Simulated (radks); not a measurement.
Values are calculated unless marked as measured or tabulated.
Task: These are the eigenvalues of the occupied orbitals of an atom or ion with whole-number occupations (hartree). Level of theory: Dirac Kohn-Sham, PBE, spin-unpolarised, spherical densities, point nucleus (a radial shooting solver on a logarithmic mesh with Libxc functionals).

orbital  eigenvalue
1s1/2     -1969.422
2s1/2     -461.9486
2p1/2     -452.3356
2p3/2     -426.3542

Which element is it, and in what charge state? The configuration may be excited. Open shells, if any, fill j = l - 1/2 first.

Result: Z = 63, europium, charge +56: Eu56+ in [He] 2s2 2p3. The list shows which subshells hold electrons but not how many an open one holds; the 1s level, -1969.4 hartree, gives Z - s = 62.8 by -(Z - s)^2/2, which with screening and relativity narrows Z to a few neighbours, and the depths of the outer levels then fix element, charge and occupations together.
